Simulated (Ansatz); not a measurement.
System: sum formula TaOCl, charge 0, multiplicity 3. This is an excited triplet: at this geometry the singlet lies 0.05 eV lower at RI-MP2/CBS(def2-TZVPPD,def2-QZVPPD)+[CCSD(T)-MP2]/def2-TZVPPD. 
Structure (B3LYP-D3(BJ)/def2-TZVP (Ansatz, an electronic-structure program) minimum search):
SMILES: [O]=[Ta][Cl]
```xyz
3

Ta    -0.1580     0.3243     0.0341
O      0.2138     0.9017    -1.5361
Cl     0.5779    -1.8169     0.5766
```
Charge 0, spin multiplicity 3.

Property: vertical singlet-triplet gap (E(singlet) - E(triplet); the singlet is one closed-shell determinant, which may describe it poorly; each state is the SCF solution reached for its spin; for the singlet the Hartree-Fock reference is unstable and T1 is 0.027), in eV. Correlated levels leave the core frozen unless marked. UHF or UKS for open shells. No spin-orbit coupling. Frozen are the shells of the preceding noble gas and the d and f shells that filled before the atom's block. Past Kr the def2 sets carry scalar-relativistic core potentials. CBS(X,Y): correlation extrapolated as X^-3; Hartree-Fock from the larger set. The bracket is a focal-point correction in the basis named.

```tsv
level	program	vertical singlet-triplet gap (eV)
HF/def2-QZVPPD	Ansatz	1.17
r2SCAN/def2-TZVPD	Ansatz	0.62
PBE0/def2-TZVPD	Ansatz	0.45
BHLYP/def2-TZVPD	Ansatz	0.42
```

Q: Predict the RI-MP2/CBS(def2-TZVPPD,def2-QZVPPD)+[CCSD(T)-MP2]/def2-TZVPPD result (Ansatz).

A: -0.05 eV
